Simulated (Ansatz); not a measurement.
The cluster Zn₆O₅, relaxed as a singlet with RKS r2SCAN-D4/def2-SVP in Ansatz, starting from the GFN1-xTB geometry. Force threshold 0.03 eV/Å.

The structure comes from a short search, and lower isomers may exist.

Start:

```csv
atom,x (Å),y (Å),z (Å)
Zn1,-2.820,-0.596,-1.042
Zn2,0.856,1.790,2.068
Zn3,2.033,-1.945,-1.861
Zn4,-2.190,1.299,1.161
Zn5,2.965,0.283,0.653
Zn6,-0.176,-2.284,-2.486
O7,2.836,-0.909,-0.613
O8,-0.878,1.965,2.094
O9,-1.787,-1.611,-2.011
O10,2.561,1.456,1.892
O11,-3.399,0.552,0.146
```

(1) Estimate the energy that the relaxation releases and the steps that it takes.

(2) Does the start keep its bonding?

(3) Predict the relaxed structure.

## Answers

(1) 82.7 kJ/mol, in 7 steps; 2.1 min on 4 threads of Arm Neoverse N1 on a shared host. No frequencies were taken in this run, so the end may be a saddle point.

(2) By distances, no bond broke or formed. The bond that changes most is Zn3–O7, from 1.81 to 1.78 Å (atoms count from 1).

(3) 
| atom | x (Å) | y (Å) | z (Å) |
| --- | --- | --- | --- |
| Zn1 | -2.754 | -0.674 | -1.087 |
| Zn2 | 0.803 | 1.664 | 1.925 |
| Zn3 | 1.861 | -1.553 | -1.463 |
| Zn4 | -2.096 | 1.235 | 1.085 |
| Zn5 | 2.978 | 0.175 | 0.571 |
| Zn6 | -0.330 | -1.885 | -2.104 |
| O7 | 3.361 | -1.006 | -0.678 |
| O8 | -0.906 | 2.029 | 2.104 |
| O9 | -2.102 | -1.818 | -2.257 |
| O10 | 2.530 | 1.350 | 1.804 |
| O11 | -3.346 | 0.482 | 0.102 |
Bond lengths (bridged metal pairs left out): 10 × O–Zn 1.76 to 1.78 Å; 1 × Zn–Zn 2.31 Å.
